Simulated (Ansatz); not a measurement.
Species: ZnH$_{2}$ (charge 0, singlet). 
Structure (B3LYP-D3(BJ)/def2-TZVP (Ansatz, an electronic-structure program) minimum search):
```
Zn
H 1 1.5440
H 1 1.5440 2 180.00
```
Charge 0, spin multiplicity 1.

Quantity: atomisation energy (electronic, to ground-state atoms), in kJ/mol. Valence correlation only, unless marked. Open shells are spin-unrestricted. No spin-orbit coupling. The frozen core is the preceding noble-gas configuration, with the filled d and f shells of earlier blocks. No relativistic terms. The coupled-cluster limit lacks core correlation, which all-electron functionals hold. Basis-set limits of correlation are two-point, X^-3; Hartree-Fock from the larger set. [CCSD(T)-MP2]/basis is that difference in the basis named.

```json
[
 {"level": "HSE06-D3(BJ)/def2-TZVPD", "program": "Ansatz + dftd3", "atomisation energy (kJ/mol)": "426.9", "minus last row": "-9.9", "rough core time": "under 20 s"},
 {"level": "LC-wPBE/def2-TZVPD", "program": "Ansatz", "atomisation energy (kJ/mol)": "460.9", "minus last row": "24.1", "rough core time": "under 20 s"},
 {"level": "MP2/def2-SVPD", "program": "Ansatz", "atomisation energy (kJ/mol)": "440.8", "minus last row": "4.0", "rough core time": "-"},
 {"level": "MP2/CBS(def2-TZVPP,def2-QZVPP)", "program": "Ansatz", "atomisation energy (kJ/mol)": "427.7", "minus last row": "-9.1", "rough core time": "-"},
 {"level": "RI-MP2/def2-TZVPP", "program": "Ansatz", "atomisation energy (kJ/mol)": "425.2", "minus last row": "-11.6", "rough core time": "under 20 s"},
 {"level": "RI-MP2/def2-TZVPPD", "program": "Ansatz", "atomisation energy (kJ/mol)": "427.8", "minus last row": "-9.0", "rough core time": "under 20 s"},
 {"level": "RI-MP2/def2-QZVPP", "program": "Ansatz", "atomisation energy (kJ/mol)": "427.6", "minus last row": "-9.2", "rough core time": "under 20 s"},
 {"level": "RI-MP2/def2-QZVPPD", "program": "Ansatz", "atomisation energy (kJ/mol)": "428.0", "minus last row": "-8.8", "rough core time": "under 20 s"},
 {"level": "RI-MP2/CBS(def2-TZVPPD,def2-QZVPPD)+[CCSD(T)-MP2]/def2-TZVPPD", "program": "Ansatz", "atomisation energy (kJ/mol)": "437.1", "minus last row": "0.3", "rough core time": "under 20 s"},
 {"level": "CCSD(T)/CBS(def2-TZVPPD,def2-QZVPPD)", "program": "Ansatz", "atomisation energy (kJ/mol)": "436.8", "minus last row": "0.0", "rough core time": "22 s"}
]
```

Core times are rough, on shared machines, summed over the molecules involved; a dash marks a level read off another run, or run on other hardware, by another program or under a memory cap.
